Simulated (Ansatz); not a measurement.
Consider the formal exchange of groups at a Ge–C bond: `C#[C][GeH2][CH2]Cl` + CH₃OH → `Cl[CH2][GeH3]` + `C#CCO`.

Gas-phase electronic energies from Ansatz, PBE0-D4/def2-TZVP geometries. CCSD(T)/CBS is the MP2 limit (def2-TZVPP, def2-QZVPP) plus CCSD(T) − MP2 in def2-TZVPP, frozen cores. This one scheme is used for every species. DFT in def2-TZVPP. For Ge outer-core shells are correlated without core-valence functions, which leaves a few kJ/mol of doubt a bond. Scalar relativity is left out up to krypton. One conformer a species, not always the lowest.

```
          level  ΔE (kJ/mol)  difference from CCSD(T)/CBS
         PBE-D4         26.9                        -12.9
        PBE0-D4         29.4                        -10.4
        ωB97M-V         33.9                         -5.9
         B2PLYP         36.3                         -3.5
         r2SCAN         30.3                         -9.5
           PBE0         27.6                        -12.2
  HF/def2-TZVPP         37.3                         -2.5
 MP2/def2-TZVPP         45.8                          6.0
CCSD/def2-TZVPP         41.7                          1.9
   HF/CBS(def2)         36.5                         -3.3
    CCSD(T)/CBS         39.8                            0
```

Largest T1 diagnostic among the species: 0.012.

In def2-TZVPP, CCSD(T) changes the Hartree–Fock value by +5.1 kJ/mol (the triples alone add +0.6 kJ/mol) and MP2 by +8.5 kJ/mol.
